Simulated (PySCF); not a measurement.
## Computed properties of Si(H)2(Br)(vinyl) (C₂H₅BrSi), SMILES C=C[SiH2]Br

C2H5BrSi, SMILES C=C[SiH2]Br. Geometry: B3LYP-D3(BJ)/def2-SVP. The values are those of a single conformer. All values are computed for the isolated molecule unless a solvent is named; none is compared with measurement here.

**Structure.** All 21 harmonic modes at B3LYP-D3(BJ)/def2-SVP (PySCF) are real, so it is a minimum. With heavy atoms numbered as in [SiH2:1]([Br:2])[CH:3]=[CH2:4], the shortest bond between them is C3–C4 at 1.340 Å and the longest Si1–Br2 at 2.252 Å.

**Vibrations.** The strongest infrared lines (harmonic, unscaled, degenerate partners summed) lie at 860 cm⁻¹ (323 km/mol, H 88 %, Si 10 %), 948 cm⁻¹ (105 km/mol, H 95 %), 2244 cm⁻¹ (100 km/mol, H 96 %). The softest mode is at 73 cm⁻¹ and the zero-point energy is 38.0 kcal/mol.

**Electronic structure.** CAM-B3LYP/def2-TZVP (PySCF) places the frontier levels at -9.46 and 0.07 eV, a gap of 9.53 eV, and gives a dipole moment of 2.14 D and a mean polarisability of 69.2 bohr³. PBE/def2-TZVP (PySCF) at the same geometry gives -6.95 and -2.05 eV, so its gap is 4.63 eV narrower. An orbital gap is neither the optical nor the fundamental gap.

**Excitations.** TDA-PBE0/def2-SVPD (PySCF) has S1 at 5.88 eV (211 nm, f = 0.017, weak); the most intense of the 10 singlets computed lies at 7.62 eV (f = 0.14). T1 (TDA) is at 4.11 eV, 1.77 eV under S1. TDA-PBE/def2-SVPD (PySCF) puts S1 at 4.97 eV. No vertical singlet excitation falls in the visible range (under 3.1 eV).

**NMR.** GIAO shifts at PBE0/pcSseg-1 (PySCF) (non-relativistic, atoms alike by connectivity averaged): ¹³C from 144.0 to 149.2 ppm against TMS; ¹H from 5.6 to 6.8 ppm against TMS; ²⁹Si at -9.0 ppm against TMS. Without spin–orbit terms, shifts of atoms bonded to Cl or Br come out too high.

**Solvation.** SMD-PBE0/def2-SVP (PySCF) gives 0.4 kcal/mol in water, -3.3 kcal/mol in methanol, -3.3 kcal/mol in ethylethanoate (1 M in both phases, gas-phase geometry).
